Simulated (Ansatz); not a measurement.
CH$_{7}$ClO$_{2}$Si$_{2}$, SMILES `CO[SiH](Cl)O[SiH3]`, charge 0, multiplicity 1.

(1) Give a relaxed structure at PBE0-D4/def2-TZVP (the Gaussian-basis code of Ansatz). (Estimate.)

Answers

(1) Ansatz gave: 
Z-matrix (Å, degrees):
```
C
O 1 1.412
H 1 1.094 2 111.0
H 1 1.090 2 107.9 3 119.4
H 1 1.095 2 111.3 3 -121.5
Si 2 1.622 1 126.0 3 60.1
O 6 1.609 2 108.0 1 -173.1
Cl 6 2.054 2 109.1 1 -53.3
H 6 1.473 2 112.7 1 65.8
Si 7 1.645 6 143.5 2 47.7
H 10 1.483 7 109.5 6 -87.3
H 10 1.484 7 110.2 6 33.4
H 10 1.482 7 107.7 6 153.4
```
This is one stationary point; other conformers may exist.
